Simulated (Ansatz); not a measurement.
Results of the Gaussian-basis code of Ansatz.

Basis-set series for Ge₂H₁₂Si₃ (`[GeH3][SiH2][SiH2][SiH2][GeH3]`). Charge 0, multiplicity 1. All single points use the PBE0-D4/def2-TZVP geometry. It is one conformer, not always the lowest.

| functional | basis | functions | energy (Eh) | HOMO (eV) | LUMO (eV) |
| --- | --- | --- | --- | --- | --- |
| PBE0-D4 | def2-SVP | 178 | -5028.01505 | -7.94 | -0.24 |
| PBE0-D4 | def2-QZVPP | 748 | -5028.96166 | -7.88 | -0.47 |
| ωB97M-V | def2-SVP | 178 | -5028.55087 | -9.85 | 1.57 |
| ωB97M-V | def2-QZVPP | 748 | -5029.49741 | -9.82 | 1.00 |

(1) Give the rows for def2-TZVPP. (Best estimate.)

Answers

(1) The calculation gave: 
| functional | basis | functions | energy (Eh) | HOMO (eV) | LUMO (eV) |
| --- | --- | --- | --- | --- | --- |
| PBE0-D4 | def2-TZVPP | 390 | -5028.84290 | -7.88 | -0.41 |
| ωB97M-V | def2-TZVPP | 390 | -5029.38201 | -9.83 | 1.28 |

Positive LUMOs are unbound and depend on the basis. Scalar relativity is left out up to krypton.
